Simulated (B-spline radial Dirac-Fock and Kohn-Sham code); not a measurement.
Eu³⁺ 5s: cross section and angular parameters

System: europium as Eu³⁺, [Xe] 4f6; threshold 78.95 eV (orbital energy of the model). The computed values come from an atomic code on a B-spline grid: Dirac-Hartree-Slater photoionisation with a Latter tail; cross sections with all multipoles, angular parameters from the dipole term and its interference with E2.

```
hν (eV)  σ (kb)      β       γ
   90.9     116  1.692  -0.049
    101     119  1.760   0.030
    104     117  1.769   0.037
    113       ?      ?       ?
    125     107  1.827   0.116
    138     101  1.850   0.157
    160    89.0  1.875   0.208
    221    63.5  1.909   0.287
    400    29.0  1.938   0.357
    435    25.9  1.941   0.361
    488    22.1  1.945   0.365
    600    16.5  1.951   0.362
    630    15.3  1.953   0.359
    717    12.6  1.955   0.347
    756    11.6  1.957   0.341
    800    10.6  1.958   0.334
    850    9.66  1.959   0.326
 1253.6    5.17  1.965   0.245
   1470    3.97  1.967   0.200
   1830    2.73  1.970   0.130
   2000    2.34  1.971   0.100
   2850    1.24  1.974  -0.018
   5550   0.355  1.977  -0.127
 8047.8   0.171  1.979  -0.041
   8970   0.138  1.979   0.015
 9251.7   0.129  1.979   0.033
  12200  0.0729  1.979   0.255
```

Q: Give the values at 113 eV.

A: σ = 113 kb, β = 1.798, γ = 0.075. For an s subshell δ is negligible.
